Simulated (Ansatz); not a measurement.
Isomers of C2H5FO2Si, relaxed with PBE0-D4/def2-TZVP in Ansatz; electronic energies, one conformer each and not always the lowest. Functionals use def2-TZVPP; CBS adds triple-zeta CCSD(T) − MP2 to the MP2 limit of def2-TZVPP and def2-QZVPP.

Task: Order them by energy at frozen-core CCSD(T)/CBS, lowest first. (Estimate.)
A. `CC(=O)O[SiH2]F`
B. `C[C@]1(F)O[Si@H]1O`
C. `CO[Si]1(F)CO1`
D. `O[Si@@H]1C[C@@H](F)O1`

Result: A (0.0 kcal/mol), C (21.1 kcal/mol), D (26.5 kcal/mol), B (49.0 kcal/mol).

Task: How do ωB97M-V, PBE-D4, HF/CBS(def2), PBE0-D4 place them (kcal/mol, against `CC(=O)O[SiH2]F`)? (Estimate.)

Result: The calculation gave: 
| isomer | ωB97M-V | PBE-D4 | HF/CBS(def2) | PBE0-D4 |
| --- | --- | --- | --- | --- |
| `O[Si@@H]1C[C@@H](F)O1` | 25.6 | 25.7 | 34.4 | 24.4 |
| `C[C@]1(F)O[Si@H]1O` | 48.4 | 45.1 | 60.9 | 46.9 |
| `CO[Si]1(F)CO1` | 22.1 | 22.5 | 27.9 | 22.2 |
